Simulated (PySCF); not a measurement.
Excitation energy of Ar(2+) by level of theory

Ar(2+) [Ne] 3s2 3p4 (3P) → Ar(2+) [Ne] 3s1 3p4 3d1 (high-spin determinant), as a difference of total energies. Computed with PySCF 2.14 in aug-cc-pV(T+d)Z with one added diffuse shell each of s, p, d, f type (7s6p5d3f, 71 functions), with no relativity, point nucleus. Correlated levels: valence: [Ne] frozen. The calculations carry no spin-orbit coupling.

| method | excitation energy (eV) |
| --- | --- |
| UHF | 31.198 |
| MP2 (valence) | 31.701 |
| SCS-MP2 (valence) | 31.836 |
| CCSD (valence) | 30.955 |
| CCSD(T) (valence) | 30.732 |

Q: How much does correlation contribute at CCSD(T) (valence)?

A: 30.732 − (31.198) = -0.466 eV, measured against UHF.

The promoted electron is Rydberg-like, and one or two diffuse shells describe it only roughly, which tends to raise the upper state.

The coupled-cluster amplitudes are large for the upper state (T1 above 0.03 or a double amplitude above 0.15), so a single reference is strained.

The determinant of the upper state mixes LS terms, which raises its energy above the lowest term, most at the Hartree-Fock and MP2 levels.
